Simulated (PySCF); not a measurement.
# Electron correlation in Bi⁺ (bismuth, charge +1)

Starting occupation: [Xe] 4f14 5d10 6s2 6p2, 6p3/2 with m_j = +1/2, +3/2. Calculation: PySCF 2.14, in x2c-SVPall-2c with one added diffuse shell each of s, p type (8s12p7d2f, 93 functions); X2C-1e with screened-nucleus spin-orbit coupling, Gaussian nucleus. Frozen: [Kr] 4d10 4f14; 22 electrons correlated; the 22 highest virtual spinors left out.

MP2 pair energies summed by pair of shells (mhartree):

```json
{"pair": "5d-5d", "energy": "-167.25", "share (%)": "49.0"}
{"pair": "5d-6s", "energy": "-64.55", "share (%)": "18.9"}
{"pair": "5d-6p", "energy": "-25.48", "share (%)": "7.5"}
{"pair": "5d-5p", "energy": "-23.98", "share (%)": "7.0"}
{"pair": "6p-6s", "energy": "-17.78", "share (%)": "5.2"}
{"pair": "5p-5p", "energy": "-14.55", "share (%)": "4.3"}
{"pair": "6s-6s", "energy": "-9.09", "share (%)": "2.7"}
{"pair": "5d-5s", "energy": "-4.80", "share (%)": "1.4"}
{"pair": "5p-6s", "energy": "-3.69", "share (%)": "1.1"}
{"pair": "6p-6p", "energy": "-3.58", "share (%)": "1.0"}
{"pair": "5p-6p", "energy": "-2.94", "share (%)": "0.9"}
{"pair": "5p-5s", "energy": "-2.32", "share (%)": "0.7"}
{"pair": "5s-5s", "energy": "-0.80", "share (%)": "0.2"}
{"pair": "5s-6s", "energy": "-0.50", "share (%)": "0.1"}
{"pair": "5s-6p", "energy": "-0.13", "share (%)": "0.0"}
```

Total MP2 correlation energy: -341.44 mhartree.

The GHF reference relaxed away from the jj start to a determinant that is no pure jj level (⟨S²⟩ = 1.37, ⟨J²⟩ = 6.01); the energies belong to that determinant.

This basis was not built for core-valence correlation, so the inner-shell part is incomplete.
